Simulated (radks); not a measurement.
Neutral beryllium inside a hard spherical wall (all orbitals vanish at R), configuration held at [He] 2s2 and not refilled when levels cross. All-electron calculation, scalar-relativistic Kohn-Sham, r2SCAN, spin-unpolarised, spherical densities, finite nucleus; meta-GGA in the generalised Kohn-Sham scheme; Fermi nuclear charge, rms radius 2.519 fm. Program: a radial shooting solver on a logarithmic mesh with Libxc functionals. Eigenvalues in eV, with the zero of energy where the potential of the charges vanishes at infinity; a dash marks a level that is unbound or too diffuse for the functional's potential to be trusted. A positive occupied level is held by the wall or, in an anion where self-interaction has pushed it up, behind a barrier. The pressure on the wall is -dE/dV.

R (bohr)  E (hartree)  kinetic (hartree)    e(1s)   e(2s)  e(2p, empty)  e(3s, empty)  pressure (GPa)
free        -14.65204             14.591  -108.64  -5.747        -1.786             -               0
15          -14.65204             14.591  -108.64  -5.747        -1.785         1.600        < 0.0001
10          -14.65192             14.592  -108.62  -5.736        -1.758         2.638         0.00360
7           -14.64688             14.629  -108.21  -5.480        -1.342         6.316           0.302
6           -14.63468             14.697  -107.56  -5.039        -0.725        10.002            1.36
5           -14.59457             14.873  -106.08  -3.919         0.696        17.301            6.43
4           -14.46024             15.332  -102.95  -0.957         4.033        33.054            34.4
3           -13.96667             16.656  -96.267   8.028        12.671        72.490             240
1.5          -7.08520             30.020  -61.496  113.39        85.102        400.61           16000
